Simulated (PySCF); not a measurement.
KCl, SMILES [Cl][K].

Coordinates come from a PBE0-D3(BJ)/def2-TZVPD optimisation.

These are TDDFT-PBE/def2-TZVPD (PySCF) values and carry that method's errors.

Vertical excitations; the highest root listed may be one member of a degenerate set. The molecule is in vacuum. State labels are in the subgroup C2v.

Computed UV-visible absorptions:
```tsv
state	symmetry	energy (eV)	λ (nm)	f	main pairs
S1	B2	2.95	420	0.005	HOMO→LUMO (degenerate set)
S2	B1	2.95	420	0.005	HOMO−1→LUMO (degenerate set)
S3	A1	3.27	379	0.076	HOMO−2→LUMO 99 %
S4	A1	4.48	277	0.000	HOMO−1→LUMO+1, HOMO→LUMO+2 (degenerate set)
S5	A2	4.48	277	0.000	HOMO→LUMO+1, HOMO−1→LUMO+2 (degenerate set)
S6	A2	4.50	276	0.000	HOMO−1→LUMO+2 50 %, HOMO→LUMO+1 50 %
S7	A1	4.52	274	0.005	HOMO→LUMO+2 49 %, HOMO−1→LUMO+1 49 %
S8	B2	4.67	266	0.013	HOMO−2→LUMO+2 (degenerate set)
S9	B1	4.67	266	0.013	HOMO−2→LUMO+1 (degenerate set)
S10	B2	4.76	260	0.045	HOMO→LUMO+3 100 %
T1	B2	2.91	426	0	HOMO→LUMO (degenerate set)
T2	B1	2.91	426	0	HOMO−1→LUMO (degenerate set)
T3	A1	3.03	409	0	HOMO−2→LUMO 100 %
T4	A1	4.43	280	0	HOMO−1→LUMO+1 50 %, HOMO→LUMO+2 50 %
```
Triplets are in the Tamm–Dancoff approximation, which puts them higher than full response would, so one can lie above its singlet here.
